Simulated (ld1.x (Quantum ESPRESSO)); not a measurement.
## u(r) = r·R(r): atom against pseudo-atom (nickel (Ni))

Columns: radius, all-electron u(r) and pseudo u(r) of the 3p shell (level -68.74 eV) of nickel in the configuration [Ne] 3s2 3p6 3d8.5 4s1.5 4p0; PBE, scalar-relativistic, TM scheme, ld1.x (Quantum ESPRESSO) 7.5.

```
r (bohr)  all-electron   pseudo
   0.110        0.6224  -0.0814
   0.220        0.3214  -0.3082
   0.330       -0.3663  -0.6276
   0.440       -0.8935  -0.9481
   0.550       -1.1584  -1.1619
   0.660       -1.2185  -1.2185
   0.770       -1.1556  -1.1556
   0.880       -1.0328  -1.0328
   0.990       -0.8898  -0.8898
   1.100       -0.7483  -0.7483
   1.210       -0.6190  -0.6190
   1.320       -0.5060  -0.5060
   1.430       -0.4102  -0.4102
   1.540       -0.3304  -0.3304
   1.650       -0.2648  -0.2648
   1.760       -0.2115  -0.2115
   1.870       -0.1684  -0.1684
   1.980       -0.1338  -0.1338
   2.090       -0.1061  -0.1061
   2.200       -0.0840  -0.0840
   2.310       -0.0664  -0.0664
   2.420       -0.0524  -0.0524
   2.530       -0.0413  -0.0413
   2.640       -0.0326  -0.0326
   2.750       -0.0257  -0.0257
   2.860       -0.0202  -0.0202
```

Question: How many radial nodes do the two functions have?

Answer: The all-electron 3p function has n − l − 1 = 1; the pseudo-wave has 0, since the states of the same l below it are removed with the core.

Question: At about which radius was the pseudo-wave matched?

Answer: 0.70 bohr, where the columns begin to agree (steps of 0.11 bohr).

Question: Where does each function peak?

Answer: Outermost all-electron maximum near 0.66 bohr, pseudo maximum near 0.66 bohr (to the table’s step).

Question: Is the pseudo-wave norm-conserving?

Answer: Yes: the TM scheme keeps the norm inside the radius equal to the all-electron one, which fixes the energy derivative of the logarithmic derivative at the level.
